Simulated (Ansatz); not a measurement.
Computed with CAM-B3LYP-D3(BJ)/def2-TZVP // PBE0-D3(BJ)/def2-SVP (Ansatz, an electronic-structure program). All species are isolated molecules in the gas phase.  In the def2 sets, heavy atoms carry core potentials.

Reference species (SMILES): `[Cl][Sn]([CH3])([Cl])[Cl]` (neutral, multiplicity 1).

```yaml
LUMO: -1.24 eV
HOMO–LUMO gap: 9.17 eV
dipole_moment: 3.52 D
HOMO: -10.41 eV
```

Changed species: `[CH2](C)[Sn]([Cl])([Cl])[Cl]` (Y = ethyl; the reference has Y = methyl).

Q: Predict the effect on the LUMO, HOMO–LUMO gap, dipole moment and HOMO.

A: the LUMO increases by 0.04 eV, to -1.20 eV; the HOMO–LUMO gap falls by 0.35 eV, to 8.82 eV; the dipole moment rises by 0.40 D, to 3.92 D; the HOMO goes up by 0.39 eV, to -10.02 eV.
